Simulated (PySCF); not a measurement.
Zn(SH)(SMe) (CH4S2Zn), SMILES C[S][Zn][SH]. Atoms are numbered in the order given.

```xyz
8

Zn    -0.1758     0.2036     0.2588
S     -1.6661     1.7833     0.4114
H     -2.6895     0.8991     0.4451
S      1.3189    -1.3656     0.1075
C      1.4833    -1.5035    -1.7097
H      0.5437    -1.8078    -2.1914
H      2.2303    -2.2878    -1.8960
H      1.8466    -0.5725    -2.1666
```
Charge 0, spin multiplicity 1.

Geometry optimised at PBE0-D3(BJ)/def2-SVP. The structure was generated by enumeration; whether it is a known compound was not checked. The values are those of a single conformer.

Computed with IEF-PCM-ωB97X/def2-SVP in PySCF.

The values are the electrostatic part of the solvation free energy, E(continuum) − E(gas) at the gas-phase geometry, in a cavity of scaled van der Waals radii (PySCF's table); cavitation and dispersion terms are not included. A continuum can't describe solvent molecules that bind to the metal. In vacuum the orbital gap is 10.23 eV. The dipole moment in vacuum is 1.64 D.

```json
[
 {"solvent": "water", "ε": "78.36", "ΔG(elec) (kcal/mol)": "-17.4", "dipole (D)": "1.97", "gap (eV)": "10.75"},
 {"solvent": "chlorobenzene", "ε": "5.70", "ΔG(elec) (kcal/mol)": "-12.6", "dipole (D)": "1.88", "gap (eV)": "10.59"},
 {"solvent": "2-propanol", "ε": "19.26", "ΔG(elec) (kcal/mol)": "…", "dipole (D)": "…", "gap (eV)": "…"}
]
```

**Question.** Fill in the missing entries. (An estimate is asked for; the answer gives what the named calculation found.)

**Answer.** 
- 2-propanol, ΔG(elec) (kcal/mol): -16.1
- 2-propanol, dipole (D): 1.95
- 2-propanol, gap (eV): 10.70
